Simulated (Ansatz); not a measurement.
System: SnF3, net charge 0, doublet state. It need not be the lowest isomer of its formula. 
Structure (B3LYP-D3(BJ)/def2-TZVP (Ansatz, an electronic-structure program) minimum search):
```xyz
4

Sn    -0.1353    -0.2000    -0.1024
F     -1.1552     1.4321    -0.0264
F      0.4520    -0.5390     1.7003
F      1.4550     0.2183    -1.1051
```
Charge 0, spin multiplicity 2.

Basis-set convergence of Hartree-Fock and MP2 correlation energies (hartree) with Ansatz. Valence correlation only, unless marked. UHF or UKS for open shells. No spin-orbit coupling. Frozen are the shells of the preceding noble gas and the d and f shells that filled before the atom's block. Past Kr the def2 sets carry scalar-relativistic core potentials.

| basis | functions | E(HF) | E(corr, MP2) |
|---|---|---|---|
| def2-SVP | 68 | -511.46724 | -0.63444 |
| def2-TZVPP | 143 | (withheld) | (withheld) |

### Question
What belongs in the gaps?

### Answer

- def2-TZVPP, E(HF): -511.87490
- def2-TZVPP, E(corr, MP2): -0.84918
